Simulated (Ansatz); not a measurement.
Molecule: sum formula SiNHF₃, charge 0, multiplicity 2. It need not be the lowest isomer of its formula. 
Geometry from a B3LYP-D3(BJ)/def2-TZVP (Ansatz, a quantum-chemistry and plane-wave program) optimisation:
```xyz
6

Si     0.0157    -0.0001     0.0110
F     -0.2161    -1.0721    -1.1253
F     -0.6697    -0.5341     1.3224
F     -0.7062     1.3436    -0.3979
N      1.6976     0.2520     0.3070
H      2.2265     0.6008    -0.4951
```
Charge 0, spin multiplicity 2.

Atomisation energy built up term by term with Ansatz (kcal/mol; UHF references for open shells; valence terms freeze the core; atomic spin-orbit terms are left out). Basis-set limits of correlation are two-point, X^-3; Hartree-Fock from the larger set (for Q and 5 zeta extrapolated as (X+1)exp(-9√X)).

```csv
term,basis,kcal/mol
Hartree-Fock,"CBS(cc-pV(Q+d)Z,cc-pV(5+d)Z)",423.88
CCSD correlation,"CBS(cc-pV(Q+d)Z,cc-pV(5+d)Z)",156.85
(T),"CBS(cc-pV(Q+d)Z,cc-pV(5+d)Z)",11.34
core correlation,cc-pwCVTZ,0.55
scalar relativity (X2C),cc-pVTZ-DK against cc-pVTZ,-1.73
sum: De,,590.9
```

(T) makes 1.9 % of the CCSD(T) atomisation energy; under 5 % is typical of single-reference molecules.
